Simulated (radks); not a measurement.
Values are calculated unless marked as measured or tabulated.
Ir42+, configuration [Ar] 3d10 4s2 4p5. Code: a radial shooting solver on a logarithmic mesh with Libxc functionals. Model: scalar-relativistic Kohn-Sham, LDA (Slater exchange, VWN5 correlation), spin-polarised, spherical densities, finite nucleus; open shells are filled with parallel spins first (spin-orbit coupling, left out, can overturn this in heavy ions); Fermi nuclear charge, rms radius 5.4032 fm.

Radial electron density D(r) = 4 pi r^2 rho(r):

```
   r/bohr * D(r) (the largest magnitude, 142, reaches the edge; | marks zero)
 0.001511 |      *
 0.001703 |       *
 0.001921 |        *
 0.002165 |          *
 0.002442 |            *
 0.002753 |              *
 0.003104 |                *
   0.0035 |                  *
 0.003946 |                     *
 0.004413 |                        *
 0.004976 |                          *
  0.00561 |                             *
 0.006326 |                                *
 0.007132 |                                   *
 0.008042 |                                     *
 0.009067 |                                       *
  0.01022 |                                        *
  0.01153 |                                        *
    0.013 |                                        *
  0.01465 |                                       *
  0.01652 |                                      *
  0.01863 |                                     *
    0.021 |                                    *
  0.02368 |                                    *
   0.0267 |                                     *
   0.0301 |                                       *
  0.03394 |                                           *
  0.03827 |                                               *
  0.04315 |                                                   *
  0.04865 |                                                      *
  0.05485 |                                                      *
  0.06185 |                                                    *
  0.06973 |                                                *
  0.07862 |                                            *
  0.08864 |                                        *
  0.09995 |                                       *
   0.1127 |                                         *
   0.1271 |                                             *
   0.1433 |                                               *
   0.1615 |                                               *
   0.1821 |                                          *
   0.2037 |                                  *
   0.2297 |                         *
    0.259 |                  *
    0.292 |              *
   0.3292 |            *
   0.3712 |           *
   0.4185 |         *
   0.4718 |      *
    0.532 |   *
   0.5998 | *
   0.6763 |*
   0.7625 *
   0.8597 *
   0.9694 *
    1.093 *
    1.232 *
```

D(r) has 3 maxima, at r = 0.0117, 0.0527, 0.149 bohr, and minima at 0.0226, 0.0976 bohr, inside which lie 1.89, 10.95 electrons.
